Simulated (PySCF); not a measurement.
Gas-phase reaction: 2 B(OCH₃)₃ + 3 CH₃ → 2 B(OH)₃ + 3 C₃H₇ (i-propyl)

Method: PySCF energies plus ideal-gas RRHO corrections (1 bar). † marks an energy on the PBE0/def2-TZVP geometry and frequencies; other levels use their own. CCSD(T) freezes the core. 6-31G* has spherical d functions here. Open shells (unrestricted): CH₃ (multiplicity 2), C₃H₇ (i-propyl) (multiplicity 2); the rest are closed-shell singlets. CCSD(T) isn't extrapolated to the basis-set limit.

PBE0/def2-TZVP gives ΔH°(298 K) = -389 kJ.

### Question
What do CCSD(T)/def2-SVP†, HF/6-31G*, PBE/def2-TZVP† give?

### Answer
CCSD(T)/def2-SVP†: -339 kJ; HF/6-31G*: -228 kJ; PBE/def2-TZVP†: -390 kJ. For scale, ΔH°(298 K) is -389 kJ at this level, -359 kJ at ωB97M-V/def2-TZVP†, and runs from -418 to -228 kJ over the 16 levels computed († marks an energy on the PBE0/def2-TZVP geometry).
